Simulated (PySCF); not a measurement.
C3H5, SMILES [CH]=CC, multiplicity 2.

Geometry optimised at B3LYP-D3(BJ)/def2-TZVP. The isomer is the one that the SMILES or the coordinates give; other isomers of the formula were not compared.

All values below come from B3LYP-D3(BJ)/def2-TZVP (PySCF).

No scaling factor is applied to the harmonic values.

```json
[
 {"mode": "1", "ν (cm⁻¹)": "196", "IR (km/mol)": "0.0", "moving atoms (share of kinetic energy)": "H 79 %, C 21 %"},
 {"mode": "2", "ν (cm⁻¹)": "410", "IR (km/mol)": "8.7", "moving atoms (share of kinetic energy)": "C 60 %, H 40 %"},
 {"mode": "3", "ν (cm⁻¹)": "611", "IR (km/mol)": "66.5", "moving atoms (share of kinetic energy)": "H 89 %, C 11 %"},
 {"mode": "4", "ν (cm⁻¹)": "792", "IR (km/mol)": "18.5", "moving atoms (share of kinetic energy)": "H 74 %, C 26 %"},
 {"mode": "5", "ν (cm⁻¹)": "812", "IR (km/mol)": "2.0", "moving atoms (share of kinetic energy)": "H 76 %, C 24 %"},
 {"mode": "6", "ν (cm⁻¹)": "934", "IR (km/mol)": "1.9", "moving atoms (share of kinetic energy)": "H 51 %, C 49 %"},
 {"mode": "7", "ν (cm⁻¹)": "1065", "IR (km/mol)": "2.6", "moving atoms (share of kinetic energy)": "H 65 %, C 35 %"},
 {"mode": "8", "ν (cm⁻¹)": "1111", "IR (km/mol)": "5.3", "moving atoms (share of kinetic energy)": "C 55 %, H 45 %"},
 {"mode": "9", "ν (cm⁻¹)": "1275", "IR (km/mol)": "1.2", "moving atoms (share of kinetic energy)": "H 82 %, C 18 %"},
 {"mode": "10", "ν (cm⁻¹)": "1406", "IR (km/mol)": "1.6", "moving atoms (share of kinetic energy)": "H 80 %, C 20 %"},
 {"mode": "11", "ν (cm⁻¹)": "1484", "IR (km/mol)": "7.4", "moving atoms (share of kinetic energy)": "H 96 %"},
 {"mode": "12", "ν (cm⁻¹)": "1484", "IR (km/mol)": "10.7", "moving atoms (share of kinetic energy)": "H 94 %"},
 {"mode": "13", "ν (cm⁻¹)": "1687", "IR (km/mol)": "3.3", "moving atoms (share of kinetic energy)": "C 91 %, H 9 %"},
 {"mode": "14", "ν (cm⁻¹)": "3012", "IR (km/mol)": "16.0", "moving atoms (share of kinetic energy)": "H 93 %"},
 {"mode": "15", "ν (cm⁻¹)": "3027", "IR (km/mol)": "22.0", "moving atoms (share of kinetic energy)": "H 97 %"},
 {"mode": "16", "ν (cm⁻¹)": "3072", "IR (km/mol)": "17.4", "moving atoms (share of kinetic energy)": "H 91 %, C 9 %"},
 {"mode": "17", "ν (cm⁻¹)": "3119", "IR (km/mol)": "16.1", "moving atoms (share of kinetic energy)": "H 91 %, C 9 %"},
 {"mode": "18", "ν (cm⁻¹)": "3247", "IR (km/mol)": "0.4", "moving atoms (share of kinetic energy)": "H 90 %, C 10 %"}
]
```
